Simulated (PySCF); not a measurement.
Ionisation energy of Pd by level of theory

Pd [Kr] 4d10 (1S) → Pd+ [Kr] 4d9 (2D), as a difference of total energies. Calculation: PySCF 2.14, in aug-cc-pwCVTZ-DK; the spin-free X2C one-electron Hamiltonian (Gaussian nucleus). The calculations carry no spin-orbit coupling.

```json
{"method": "UHF", "ionisation energy (eV)": "6.248", "error (eV)": "-2.264"}
{"method": "HSE06", "ionisation energy (eV)": "8.454", "error (eV)": "-0.058"}
{"method": "M06-2X", "ionisation energy (eV)": "8.388", "error (eV)": "-0.124"}
{"method": "wB97X", "ionisation energy (eV)": "8.421", "error (eV)": "-0.091"}
```

Reference: 8.512 eV (measured; NIST levels, between the centres of gravity of the two terms).
